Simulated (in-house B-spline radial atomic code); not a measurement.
Ionising Mg3+ with different functionals

Computed with a B-spline radial code for spherical atoms: non-relativistic Hamiltonian, point nucleus, spin-polarised at highest spin, spherical fractional occupations for the functionals, and exact exchange of hybrids averaged over the configuration. The ionisation energy is the difference of two self-consistent energies, [He] 2s2 2p5 → [He] 2s2 2p4, without Breit or QED terms; ε is the level of the shell that loses the electron (its least bound occupied spin orbital).

```csv
method,rung,ΔSCF (eV),-ε(2p) (eV)
PBE0,global hybrid,109.55,98.95
B3LYP,global hybrid,109.83,98.32
TPSSh,global hybrid,109.71,96.59
M06-2X,global hybrid,109.14,103.40
BHandHLYP,global hybrid,109.40,103.18
r2SCAN0,global hybrid,109.70,99.45
B97-1,global hybrid,109.62,98.31
HSE06,range-separated hybrid,109.60,98.55
wB97X,range-separated hybrid,109.49,101.00
CAM-B3LYP,range-separated hybrid,109.75,100.33
LC-wPBE,range-separated hybrid,109.88,100.67
```

Q: Among the functionals, which spreads more, the ΔSCF values or the orbital energies?

A: The orbital energies: ΔSCF values span about 0.74 eV and the orbital energies 6.81 eV; here energy differences depend much less on the functional than eigenvalues do.

Q: How do they compare with the NIST value?

A: NIST lists 109.265 eV ± 0.0012 (semi-empirical, ground level to ground level). Errors run from -0.12 to +0.62 eV; M06-2X is closest (-0.12 eV), but part of that can be cancellation, since the calculations leave out relativity, Breit-QED terms, multiplet and fine-structure energies.
